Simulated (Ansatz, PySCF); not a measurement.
CH8N2O2Si, SMILES CN[Si](O)(O)N. Atoms are numbered in the order given.

```xyz
14

C      2.3563     0.0931     0.6091
N      1.0832     0.7396     0.3579
Si    -0.3777    -0.0290    -0.0912
N     -1.3191     1.2003    -0.8462
O     -1.3493    -0.7078     1.0927
O      0.0742    -1.3652    -0.9775
H      2.6219     0.0491     1.6834
H      2.3134    -0.9391     0.2327
H      3.1867     0.5979     0.0822
H      1.0488     1.7251     0.5953
H     -0.9101     1.7429    -1.6009
H     -2.3073     1.0379    -1.0140
H     -1.7087    -0.0933     1.7422
H     -0.4279    -2.1610    -0.7666
```
Charge 0, spin multiplicity 1.

The structure is a stationary point at B3LYP-D3(BJ)/def2-SVP. This is a generated structure with no PubChem entry under its InChIKey; it may be hypothetical. One conformer was computed; it need not be the lowest.

Two levels are set side by side: PBE-D3(BJ)/def2-SVP (Ansatz, a first-principles code) and B3LYP-D3(BJ)/def2-SVP (Ansatz). Each level has its own optimised geometry; the coordinates shown are those of the second. Frequencies come from the Hessian of PySCF at each geometry. Differences are taken from unrounded values.

```json
[
 {"quantity": "mean bond length (Å)", "B3LYP-D3(BJ)": "1.270"},
 {"quantity": "bond C1–N2 (Å)", "B3LYP-D3(BJ)": "1.450"},
 {"quantity": "bond N2–Si3 (Å)", "B3LYP-D3(BJ)": "1.711"},
 {"quantity": "bond Si3–N4 (Å)", "B3LYP-D3(BJ)": "1.723"},
 {"quantity": "bond Si3–O5 (Å)", "B3LYP-D3(BJ)": "1.675"},
 {"quantity": "bond Si3–O6 (Å)", "B3LYP-D3(BJ)": "1.666"},
 {"quantity": "bond C1–H7 (Å)", "B3LYP-D3(BJ)": "1.108"},
 {"quantity": "bond C1–H8 (Å)", "B3LYP-D3(BJ)": "1.100"},
 {"quantity": "bond C1–H9 (Å)", "B3LYP-D3(BJ)": "1.105"},
 {"quantity": "bond N2–H10 (Å)", "B3LYP-D3(BJ)": "1.014"},
 {"quantity": "bond N4–H11 (Å)", "B3LYP-D3(BJ)": "1.015"},
 {"quantity": "bond N4–H12 (Å)", "B3LYP-D3(BJ)": "1.015"},
 {"quantity": "bond O5–H13 (Å)", "B3LYP-D3(BJ)": "0.964"},
 {"quantity": "bond O6–H14 (Å)", "B3LYP-D3(BJ)": "0.964"},
 {"quantity": "highest harmonic wavenumber (cm⁻¹)", "B3LYP-D3(BJ)": "3881"},
 {"quantity": "mean harmonic wavenumber (cm⁻¹)", "B3LYP-D3(BJ)": "1339"},
 {"quantity": "zero-point energy (kcal/mol)", "B3LYP-D3(BJ)": "68.90"}
]
```

Task: What does PBE-D3(BJ) give, and how far is it from B3LYP-D3(BJ)? (An estimate is asked for; the answer gives what the named calculation found.)

Result: 
```
quantity                            PBE-D3(BJ)  PBE-D3(BJ) minus B3LYP-D3(BJ)
----------------------------------  ----------  -----------------------------
mean bond length (Å)                     1.279                          0.009
bond C1–N2 (Å)                           1.450                          0.000
bond N2–Si3 (Å)                          1.720                          0.010
bond Si3–N4 (Å)                          1.734                          0.011
bond Si3–O5 (Å)                          1.689                          0.014
bond Si3–O6 (Å)                          1.679                          0.014
bond C1–H7 (Å)                           1.116                          0.008
bond C1–H8 (Å)                           1.108                          0.008
bond C1–H9 (Å)                           1.114                          0.008
bond N2–H10 (Å)                          1.021                          0.007
bond N4–H11 (Å)                          1.023                          0.007
bond N4–H12 (Å)                          1.023                          0.007
bond O5–H13 (Å)                          0.972                          0.009
bond O6–H14 (Å)                          0.973                          0.009
highest harmonic wavenumber (cm⁻¹)        3770                           -111
mean harmonic wavenumber (cm⁻¹)           1305                            -34
zero-point energy (kcal/mol)             67.16                          -1.74
```

GGA bonds tend to be longer and softer than those of functionals with exact exchange. Differences between two approximate levels are no errors against the true value.
